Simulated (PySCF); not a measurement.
Ligands exchanged one at a time, Ge CH3-OCH3. All species are isolated molecules in the gas phase. One relaxed conformer stands for each flexible species; it need not be the lowest. Strings in code marks are SMILES.

The HOMO–LUMO gap from two functionals at the same geometries (B3LYP-D3(BJ)/def2-SVP), both in PySCF: PBE-D3(BJ)/def2-TZVP and B3LYP-D3(BJ)/def2-TZVP. B3LYP has the VWN-RPA correlation part, as in Gaussian. 

| species | PBE-D3(BJ)/def2-TZVP (eV) | B3LYP-D3(BJ)/def2-TZVP (eV) |
|---|---|---|
| 0 of 4 CH3 replaced by OCH3 | 6.88 | 8.33 |
| 1 of 4 CH3 replaced by OCH3 (`C[O][Ge]([CH3])([CH3])[CH3]` (C–O–Ge–C torsion 60°)) | 5.72 | 7.46 |
| 2 of 4 CH3 replaced by OCH3 | 5.79 | 7.57 |
| 3 of 4 CH3 replaced by OCH3 (`C[O][Ge]([CH3])([O]C)[O]C`) | 5.75 | 7.74 |
| 4 of 4 CH3 replaced by OCH3 (`C[O][Ge]([O]C)([O]C)[O]C`) | 5.53 | 7.67 |

Over these rows, drawn at random from the members with no instability flagged (it was tested for open shells, ions and some series alone), PBE minus B3LYP-D3(BJ): mean -1.82 eV, from -2.14 eV to -1.45 eV.
